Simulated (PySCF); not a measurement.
Compound: C₆H₄N₂O.
Geometry (GFN2-xTB, Å), atoms numbered from 1 in this order:
```xyz
13
C6H4N2O angstrom
N      3.6354    0.7962   -0.9653
C      2.5750    0.4975   -0.6490
C      1.2824    0.1163   -0.2552
C      0.9335   -1.0963    0.4277
C     -0.4069   -1.0703    0.6166
N     -0.9116    0.0996    0.0851
C     -2.2365    0.4829    0.0852
O     -2.6466    1.5037   -0.3827
C      0.1263    0.8227   -0.4472
H      1.6186   -1.8651    0.7235
H     -1.0536   -1.7852    1.0855
H     -2.8767   -0.2733    0.5732
H     -0.0437    1.7717   -0.9150
```

Method: wB97X-D/def2-SVPD in PySCF (dipole) on a GFN2-xTB geometry, gas phase.

Take the most abundant isotopes and a rigid rotor. The values belong to one conformer with, in the numbering `[N:1]#[C:2][c:3]1[cH:4][cH:5][n:6]([CH:7]=[O:8])[cH:9]1`, C5–N6–C7–O8 180°.

Question: What are A, B and C (GHz)?

Answer: Ia = 110.56, Ib = 498.04, Ic = 608.59 u·Å²; 505379 MHz·u·Å²/I gives 4571, 1015 and 830.4 MHz, that is A = 4.5712, B = 1.0147, C = 0.8304 GHz.

Question: Classify the top.

Answer: A near-prolate asymmetric top. Ray's parameter κ = (2B − A − C)/(A − C) = -0.901; −1 is the prolate and +1 the oblate limit.

Question: Is it planar, by Δ = Ic − Ia − Ib?

Answer: Planar: Δ = Ic − Ia − Ib = 0.00 u·Å². For a rigid frame Δ = −2 Σ m c², so it vanishes when all atoms lie in the ab plane; here none is more than 0.01 Å from it.

Question: Where do the levels up to J = 4 lie, in K?

Answer: Above 0(0,0), as E/k:
J = 1: 1(0,1) 0.089, 1(1,1) 0.259, 1(1,0) 0.268
J = 2: 2(0,2) 0.265, 2(1,2) 0.427, 2(1,1) 0.454, 2(2,1) 0.966, 2(2,0) 0.966
J = 3: 3(0,3) 0.530, 3(1,3) 0.680, 3(1,2) 0.733, 3(2,2) 1.232, 3(2,1) 1.233, 3(3,1) 2.108, 3(3,0) 2.108
J = 4: 4(0,4) 0.881, 4(1,4) 1.016, 4(1,3) 1.104, 4(2,3) 1.586, 4(2,2) 1.591, 4(3,2) 2.462, 4(3,1) 2.462, 4(4,1) 3.688, 4(4,0) 3.688
Those of J = 1 are B + C, A + C and A + B.

Question: Which lines would a microwave search look for?

Answer: The dipole components are |μa| = 3.48 D, |μb| = 3.81 D, |μc| = 0.00 D; the mirror of this Cs structure is the ab plane, so μc vanishes by symmetry and there are no c-type lines. Intensities carry the squares of the components, which stand as 0.83 : 1.00 (a : b). Some lines, for components of 0.1 D or more:

```
type  branch         J(Ka,Kc)    MHz  lower level (cm⁻¹)
   a       R  1(0,1) ← 0(0,0)   1845               0.000
   a       R  3(2,1) ← 2(2,0)   5563               0.672
   a       R  4(0,4) ← 3(0,3)   7311               0.368
   a       R  4(3,2) ← 3(3,1)   7394               1.465
   b       R  4(1,4) ← 3(0,3)  10125               0.368
   b       Q  4(2,2) ← 4(1,3)  10142               0.767
   b       R  2(2,0) ← 1(1,1)  14735               0.180
   b       R  3(2,1) ← 2(1,2)  16793               0.297
   b       Q  3(3,0) ← 3(2,1)  18213               0.857
   b       Q  4(3,2) ← 4(2,3)  18267               1.102
   b       Q  4(4,1) ← 4(3,2)  25528               1.711
   b       R  4(4,0) ← 3(3,1)  32922               1.465
   b       R  5(5,1) ← 4(4,0)  42065               2.563
```

Question: Estimate the classical rotational partition function at 10 K, 100 K and 298.15 K.

Answer: Point group Cs, symmetry number σ = 1; q = (√π/σ)·√((kT/h)³/(ABC)), k/h = 20836.6 MHz/K: 2720 at 10 K, 85900 at 100 K, 442000 at 298.15 K.

Whether it is a minimum is left open (no frequencies). No vibrational averaging or centrifugal distortion is included, and the geometry carries the error of its method. Quadrupole hyperfine structure (14N) is left out.
